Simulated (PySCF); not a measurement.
**Correlation energy of Kr⁺ (krypton, charge +1)**

[Ar] 3d10 4s2 4p4 5s1, high-spin 4P determinant (an excited configuration). All numbers are calculated (PySCF 2.14, scalar relativity through the core potential, in aug-cc-pwCVTZ-PP with ECP10MDF (8s7p6d4f1g, 96 functions)). Frozen: 3s2 3p6 3d10; 7 electrons correlated.

```json
{"level": "CCSD", "correlation energy (mhartree)": "-150.33"}
{"level": "(T)", "correlation energy (mhartree)": "-4.69"}
{"level": "CCSD(T)", "correlation energy (mhartree)": "-155.02"}
```

Diagnostics: T1 = 0.012, D1 = 0.0374, largest double amplitude 0.036.

The outer electron is Rydberg-like, and this basis confines it to a smaller radius and binds it less than a complete one would.

Cost of the coupled-cluster step: of the order of 40 core-seconds, for 7 correlated electrons.
